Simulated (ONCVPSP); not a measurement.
Transferability test, ONCV potential for Se (Z = 34)

```
Element                 : Se
Generator               : ONCVPSP 4.0.1
Type                    : optimised norm-conserving Vanderbilt (ONCV)
Functional              : PBE
Relativity              : non-relativistic
Frozen core             : [Ne]
Valence charge          : 24
Reference configuration : 3s2 3p6 3d10 4s1 4p5
Partial waves           : 3s+4s: rc 0.90 bohr, ncon 3, nbas 7, qcut 11.1 1/bohr, 3 projectors, debl 3.5 Ha; 3p+4p: rc 0.80 bohr, ncon 5, nbas 10, qcut 20.8 1/bohr, 2 projectors; 3d: rc 1.05 bohr, ncon 4, nbas 8, qcut 17.9 1/bohr, 2 projectors, debl 1.2 Ha
Local potential         : polynomial inside 0.50 bohr (lpopt 5, dvloc0 1 Ha)
Core correction         : Teter function, fcfact 5, rcfact 1.65
```

In the d channel the program set the typed energies aside and used -2.056, 0.250 Ha.

Energies are relative to the spin-unpolarised reference configuration 3s2 3p6 3d10 4s1 4p5; without spin polarisation the order of configurations can differ from experiment.

```tsv
valence configuration	charge	ΔE all-electron (eV)	error AE − PS (meV)
3s2 3p6 3d10 4s2 4p3	+1	0.610	-0.9
3s2 3p6 3d10 4s2 4p2	+2	20.961	-0.3
3s2 3p6 3d10 4s2 4p1	+3	51.793	+0.6
```

(1) What are ΔE and the potential's error for 3s2 3p6 3d10 4s2 4p4?

Answers

(1) ΔE = -10.264 eV all-electron; the error (AE − PS) is -1.0 meV.
